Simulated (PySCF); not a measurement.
CH3S, SMILES [CH2]S, multiplicity 2. Geometry: PBE0-D3(BJ)/def2-TZVP. The isomer is the one that the SMILES or the coordinates give; other isomers of the formula were not compared.

Level of theory: PBE0-D3(BJ)/def2-TZVP run with PySCF 2.14.0.

Harmonic wavenumbers (cm⁻¹): 99, 349, 783, 868, 1071, 1405, 2716, 3198, 3326. Rotational constants (GHz): 144.9, 15.75, 14.21; symmetry number 1.

### Question
Work out the zero-point energy and the ideal-gas rigid-rotor harmonic-oscillator thermochemistry at 298.15 K and 1 atm.

### Answer
ZPE = ½ Σ hcν = ½ × 13814 cm⁻¹ = 82.63 kJ/mol. H − E(el) = 95.90 kJ/mol. Entropy in J/(mol K): translation 156.79, rotation 82.98, vibration 21.43, spin 5.76, total 266.97. G − E(el) = 16.31 kJ/mol. Cp = 54.86 J/(mol K). Modes under 150 cm⁻¹ make the vibrational entropy uncertain.
